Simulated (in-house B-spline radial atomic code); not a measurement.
A fraction x of an electron is moved 3d → 4f in the tellurium ion Te⁺, starting from [Kr] 4d10 5s2 5p3 and keeping the highest spin. Method: non-relativistic HSE06, spin-polarised, spherical fractional occupations, point nucleus. Calculated with a B-spline radial code for spherical atoms.

Caution: exact exchange at fractional occupations of open shells leaves self-interaction of up to several eV.

| x | E(x) - E(0) (eV) | 3d down level (eV) | 4f up level (eV) |
| --- | --- | --- | --- |
| 0 | 0.0000 | -587.841 | - |
| 0.125 | 73.6047 | -592.663 | -1.591 |
| 0.25 | 147.7755 | -597.469 | -1.801 |
| 0.375 | ? | ? | ? |
| 0.5 | 297.8494 | -607.027 | -2.104 |
| 0.625 | 373.7532 | -611.759 | -2.227 |
| 0.75 | ? | ? | ? |
| 0.875 | 527.2745 | -621.017 | -2.432 |
| 1 | 604.8724 | -625.474 | -2.515 |

(1) What belongs in the row x = 0.375?

(2) What belongs in the row x = 0.75?

(3) Check Janak's theorem between x = 0.125 and 0.25.

Answers

(1) An energy change of 222.5232 eV; 3d down at -602.260 eV, 4f up at -1.965 eV.

(2) An energy change of 450.2308 eV; 3d down at -616.433 eV, 4f up at -2.336 eV.

(3) The slope of the energy is 593.37 eV; the orbital levels give 593.37 eV (ε of the receiving orbital less ε of the emptying one, averaged over the two points).
